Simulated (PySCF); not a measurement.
Dipole response of Se²⁺ (selenium, charge +2)

[Ar] 3d10 4s2 4p2, high-spin 3P determinant. Calculation: PySCF 2.14, in aug-cc-pVTZ-DK (7s6p4d2f, 59 functions); scalar relativity by spin-free X2C-1e. Coupled (time-dependent) response in atomic units; α is the mean over directions.

| method | mean α (bohr³) | α xx, yy, zz | C₆ (like pair) | S(−4) |
| --- | --- | --- | --- | --- |
| HSE06 | 9.283 | 9.186, 9.332, 9.332 | 42.47 | 23.40 |

S(−4) is the Cauchy moment in α(ω) = α(0) + S(−4) ω² + …

Spin-orbit coupling is absent.

α(iu) at HSE06:

```json
{"u (hartree)": "0", "α(iu) (bohr³)": "9.283"}
{"u (hartree)": "0.0500", "α(iu) (bohr³)": "9.225"}
{"u (hartree)": "0.100", "α(iu) (bohr³)": "9.056"}
{"u (hartree)": "0.200", "α(iu) (bohr³)": "8.439"}
{"u (hartree)": "0.300", "α(iu) (bohr³)": "7.591"}
{"u (hartree)": "0.500", "α(iu) (bohr³)": "5.781"}
{"u (hartree)": "0.750", "α(iu) (bohr³)": "3.999"}
{"u (hartree)": "1.00", "α(iu) (bohr³)": "2.836"}
{"u (hartree)": "1.50", "α(iu) (bohr³)": "1.602"}
{"u (hartree)": "2.00", "α(iu) (bohr³)": "1.028"}
{"u (hartree)": "3.00", "α(iu) (bohr³)": "0.5354"}
{"u (hartree)": "5.00", "α(iu) (bohr³)": "0.2264"}
```

A single London oscillator, α(iu) = α/(1 + u²/ω²), gives C₆ = (3/4) ω α². Matching the computed C₆ needs ω = 4 × 42.47 / (3 × 9.283²) = 0.657 hartree.

For an ion, C₆ is the dispersion term alone; charge-induced terms of lower order in 1/R come first.

The components differ because the open shell of this determinant is not spherical; for a pure term their mean is the scalar polarisability.
